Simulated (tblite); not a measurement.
Species: C₆H₁₁ClOSi.
Atom-mapped SMILES: `[SiH3:1][O:2][C@@H:3]1[CH2:4][C@:5]2([Cl:6])[CH2:7][C@H:8]1[CH2:9]2` (hydrogens: H10, H11, H12 on Si1; H13 on C3; H14, H15 on C4; H16, H17 on C7; H18 on C8; H19, H20 on C9)

Geometry (GFN2-xTB, Å), atoms numbered from 1 in this order:
```
atom  x, y, z in Å
Si1    2.8190    0.7803   -0.2631
O2     1.6917   -0.2901    0.1919
C3     0.4354   -0.1100    0.7553
C4    -0.4066   -1.4075    0.6618
C5    -1.5613   -0.8579   -0.1732
Cl6   -2.8400   -1.9938   -0.5776
C7    -0.8351   -0.0479   -1.2551
C8    -0.4858    0.8287   -0.0415
C9    -1.8687    0.4727    0.5260
H10    3.1928    1.6620    0.8473
H11    3.8661   -0.1477   -0.6547
H12    2.3587    1.6243   -1.3708
H13    0.5565    0.2331    1.7910
H14    0.1463   -2.1901    0.1451
H15   -0.7321   -1.7781    1.6316
H16   -0.0123   -0.5346   -1.7725
H17   -1.5085    0.4317   -1.9592
H18   -0.1529    1.8554   -0.1530
H19   -2.6795    1.0257    0.0609
H20   -1.9889    0.4546    1.6069
```

All values are computed: GFN2-xTB (tblite) harmonic vibrations without scaling, gas phase. The method is semi-empirical: single wavenumbers can be off by several per cent or more. Modes of hydrogen on silicon can be 10 to 20 % off. One conformer, not necessarily the lowest.

Harmonic wavenumbers (cm⁻¹): 29.0, 92.2, 132.1, 172.9, 215.2, 282.6, 336.6, 401.6, 449.1, 468.3, 521.7, 605.2, 644.0, 668.2, 748.6, 775.4, 809.7, 838.1, 848.2, 904.8, 919.8, 951.4, 967.3, 975.2, 991.6, 1008.2, 1022.5, 1048.6, 1088.4, 1110.0, 1145.5, 1177.3, 1187.0, 1194.1, 1211.1, 1220.2, 1232.5, 1269.5, 1274.6, 1323.9, 1468.2, 1471.6, 1496.9, 2207.2, 2240.8, 2350.0, 2883.2, 3011.2, 3016.2, 3020.8, 3025.1, 3027.1, 3035.1, 3040.6.

A = 3292, B = 602.7, C = 583.6 MHz; mass 162.027 u (most abundant isotopes); point group C1, symmetry number 1.

Problem. Zero-point energy?

Solution. ½Σν̃ = 33778 cm⁻¹ = 404.08 kJ/mol.

Problem. Give the ideal-gas entropy at 298.15 K and 1 bar in the rigid-rotor, harmonic-oscillator model (classical rotation).

Solution. Translation 172.31, rotation 125.55, vibration 110.30: S = 408.2 J/(mol K).

Problem. And Cp and H(298.15 K) − H(0)?

Solution. Cp = 161.67 J/(mol K), of which vibrations give 128.41 (their classical limit is 54 R = 449.0); H(298.15 K) − H(0) = 27.49 kJ/mol without the zero-point energy, 17.58 from vibrations.

Problem. Which modes carry the vibrational entropy at 298.15 K?

Solution. 29.0 cm⁻¹: 24.67; 92.2 cm⁻¹: 15.12; 132.1 cm⁻¹: 12.20; 172.9 cm⁻¹: 10.06; 215.2 cm⁻¹: 8.36; 282.6 cm⁻¹: 6.35 J/(mol K); the other 48 give 33.54 together.

Problem. How do the functions run with temperature in this model?

Solution. 
```
T (K)  S (J/(mol K))  Cp (J/(mol K))  H − H(0) (kJ/mol)  G − H(0) (kJ/mol)  ln q(vib)
  100          293.6            70.3               5.11             -24.25       1.71
  200          354.4           111.7              14.12             -56.76       3.91
  300          409.2           162.6              27.79             -94.96       6.22
  500          515.0           254.1              70.00            -187.48      11.21
  800          654.3           336.7             159.88            -363.53      18.88
 1000          733.3           370.6             230.81            -502.45      23.77
```

q(vib) and H(0) count from the zero-point level.

Hindered rotation and anharmonicity are outside this model. Other conformers, if any are populated, would add a mixing term that is left out. The structure is chiral; the term R ln 2 for an equal mix with its mirror image is left out.
